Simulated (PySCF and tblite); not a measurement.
The numbers below are computed, except where a source is named.
Molecule: C6H9N, numbered as in [NH2:1][CH2:2][C:3]1=[CH:4][C:5]12[CH2:6][CH2:7]2; H are named by their carrier, a and b as at the first point (Å):

```
N1      -2.844    0.251   -0.655
C2      -1.653   -0.572   -0.375
C3      -0.475    0.272   -0.133
C4       0.073    1.453    0.029
C5       0.984    0.288    0.136
C6       2.246   -0.223   -0.435
C7       1.971   -0.297    1.066
H1a     -2.983    0.784    0.205
H1b     -3.622   -0.409   -0.607
H2a     -1.782   -1.242    0.493
H2b     -1.463   -1.204   -1.252
H4      -0.020    2.511    0.058
H6a      2.995    0.477   -0.776
H6b      2.238   -1.148   -0.994
H7a      2.539    0.356    1.714
H7b      1.786   -1.271    1.496
```

The mean out-of-plane torsion at N1 (0° is planar) is held and the rest relaxed at GFN2-xTB. Energies: PBE0/pcSseg-1 + D3(BJ), IEF-PCM tetrahydrofuran. Couplings: B3LYP/6-31G* with H pcJ-1 N pcJ-1, gas phase, for ¹H, ¹⁵N. Programs: tblite and PySCF.

Task: How do the most sensitive couplings change along the out-of-plane angle?

Result: 
```json
{"out-of-plane angle °": "-44", "¹J(N1,H1b)": "-53.6", "¹J(N1,H1a)": "-53.8", "²J(H1a,H1b)": "-15.5", "³J(H1b,H2a)": "5.0", "³J(H1a,H2b)": "15.6", "³J(H1b,H2b)": "1.8", "³J(H1a,H2a)": "2.5", "²J(N1,H2b)": "-4.2", "²J(N1,H2a)": "0.1"}
{"out-of-plane angle °": "-26", "¹J(N1,H1b)": "-82.7", "¹J(N1,H1a)": "-82.4", "²J(H1a,H1b)": "-1.0", "³J(H1b,H2a)": "4.4", "³J(H1a,H2b)": "5.8", "³J(H1b,H2b)": "11.1", "³J(H1a,H2a)": "10.8", "²J(N1,H2b)": "0.8", "²J(N1,H2a)": "0.8"}
{"out-of-plane angle °": "0", "¹J(N1,H1b)": "-102.3", "¹J(N1,H1a)": "-102.3", "²J(H1a,H1b)": "10.7", "³J(H1b,H2a)": "10.0", "³J(H1a,H2b)": "10.1", "³J(H1b,H2b)": "5.9", "³J(H1a,H2a)": "5.9", "²J(N1,H2b)": "0.4", "²J(N1,H2a)": "0.4"}
{"out-of-plane angle °": "26", "¹J(N1,H1b)": "-81.1", "¹J(N1,H1a)": "-81.1", "²J(H1a,H1b)": "-0.6", "³J(H1b,H2a)": "15.2", "³J(H1a,H2b)": "15.2", "³J(H1b,H2b)": "3.2", "³J(H1a,H2a)": "3.2", "²J(N1,H2b)": "-2.1", "²J(N1,H2a)": "-2.1"}
{"out-of-plane angle °": "44", "¹J(N1,H1b)": "-54.5", "¹J(N1,H1a)": "-54.5", "²J(H1a,H1b)": "-15.6", "³J(H1b,H2a)": "15.7", "³J(H1a,H2b)": "15.7", "³J(H1b,H2b)": "2.8", "³J(H1a,H2a)": "2.7", "²J(N1,H2b)": "-3.5", "²J(N1,H2a)": "-3.5"}
```
Values in Hz.

Task: Set ³J(H1b,H2a) against its H–N–C–H torsion.

Result: -171°: 15.2 Hz, -149°: 10.0 Hz, -124°: 4.4 Hz, -46°: 5.0 Hz, 175°: 15.7 Hz.
